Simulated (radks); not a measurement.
All-electron atom: Si in [Ne] 3s2 3p2. Method: non-relativistic Kohn-Sham, LDA (Slater exchange, Perdew-Wang correlation), spin-polarised, spherical densities, point nucleus; open shells are filled with parallel spins first; computed with a radial shooting solver on a logarithmic mesh with Libxc functionals.

Local quantities along the radius. ELF = 1/(1 + alpha^2) is the electron localisation function; alpha = (tau - tau_W)/tau_unif compares the Pauli kinetic energy density with that of the uniform gas (summed over spins); r v_xc is r times the local exchange-correlation potential of spin up (hartree bohr); 4 pi r^2 rho is in e/bohr; s = |grad rho|/(2 (3 pi^2)^(1/3) rho^(4/3)) is the reduced gradient.

r (bohr)    ELF    alpha    r v_xc  4 pi r^2 rho       s
0.008407  1.000  0.01017  -0.09356         1.231  0.4051
0.01112   1.000  0.01128   -0.1207         1.998  0.4152
0.01484   1.000  0.01298   -0.1556         3.205  0.4293
0.01963   1.000  0.01559   -0.1970         4.909  0.4481
0.02618   1.000  0.02004   -0.2475         7.277  0.4748
0.03464   0.999  0.02776   -0.3031         10.08  0.5112
0.0462    0.998  0.04339   -0.3641         13.04  0.5641
0.06163   0.994  0.07854   -0.4230         15.23  0.6394
0.08154   0.973   0.1663   -0.4703         15.68  0.7401
0.1088    0.843   0.4315   -0.5009         14.01  0.8600
0.1439    0.436    1.137   -0.5152         11.30  0.8952
0.1919    0.209    1.943   -0.5436         9.726  0.6336
0.2539    0.363    1.324   -0.6233         10.92  0.3283
0.3387    0.716   0.6297   -0.7397         13.54  0.3288
0.4481    0.853   0.4152   -0.8256         14.02  0.4819
0.5977    0.852   0.4176   -0.8366         10.62  0.7305
0.7972    0.618   0.7868   -0.7566         5.552   1.111
1.055     0.120    2.702   -0.6568         2.410   1.262
1.407     0.198    2.016   -0.6884         1.734  0.5164
1.861     0.800   0.5007   -0.7980         1.862  0.5145
2.483     0.868   0.3892   -0.8397         1.488  0.8578
3.285     0.753   0.5725   -0.7736        0.7855   1.381
4.381     0.443    1.120   -0.6169        0.2590   2.412
5.797     0.116    2.759   -0.4238       0.05392   4.747
7.732     0.010    9.878   -0.2370      0.005815   11.62
10.31     0.000    59.21   -0.1026     0.0002836   37.10

On this mesh the ELF has minima near r = 0.19, 1.2 bohr, which separate the shells, and maxima near 0.52 (0.87), 2.1 (0.87).
